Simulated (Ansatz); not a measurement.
Reaction (hydrogen abstraction from the S–H bond): `F[SiH](F)S` + `[SiH3]`• → `F[SiH](F)[S]`• + SiH₄

Isolated molecules relaxed with PBE0-D4/def2-TZVP in Ansatz; ΔE leaves out vibrations. CCSD(T)/CBS is the MP2 limit (def2-TZVPP, def2-QZVPP) plus CCSD(T) − MP2 in def2-TZVPP, frozen cores. This one scheme is used for every species. Functionals use def2-TZVPP. B3LYP here is the variant with VWN-RPA as its local correlation; programs differ in this. No spin–orbit coupling; open shells (•) take unrestricted orbitals. One conformer a species, not always the lowest.

Question: Is it downhill or uphill in electronic energy at CCSD(T)/CBS, and by how much? (Best estimate.)

Answer: Computed: Downhill: ΔE = -0.03 eV.

Question: What do these levels give: CAM-B3LYP-D4, revPBE, B3LYP, CAM-B3LYP, MP2/def2-SVP, CCSD(T)/def2-SVP? (Best estimate.)

Answer: The calculation gave: CAM-B3LYP-D4 -0.10, revPBE 0.06, B3LYP -0.09, CAM-B3LYP -0.10, MP2/def2-SVP -0.01, CCSD(T)/def2-SVP -0.09 eV.

Question: What do rigid-rotor, harmonic-oscillator terms from PBE0-D4/def2-TZVP frequencies (298.15 K, 1 bar) make of the CCSD(T)/CBS value? (An estimate is asked.)

Answer: Ansatz gave: ΔZPE = +0.04 eV, ΔH = -0.01 eV, ΔS = -18 J/(mol·K), ΔG = +0.04 eV. Open shells count their whole term as degenerate.

Largest T1 diagnostic among the species: 0.015.

From BLYP to BHLYP (50 % exact exchange), in def2-TZVPP and without D4, ΔE moves by −0.11 eV. Leaving LDA and LC-ωPBE aside and taking each functional with its dispersion term where it has one, the values, not all of them listed here, spread over 0.27 eV, from BHLYP-D4 to PBE-D4. LDA lies +0.13 eV from PBE without D4. In def2-TZVPP, CCSD(T) changes the Hartree–Fock value by +0.28 eV (the triples alone add +0.04 eV) and MP2 by +0.38 eV.
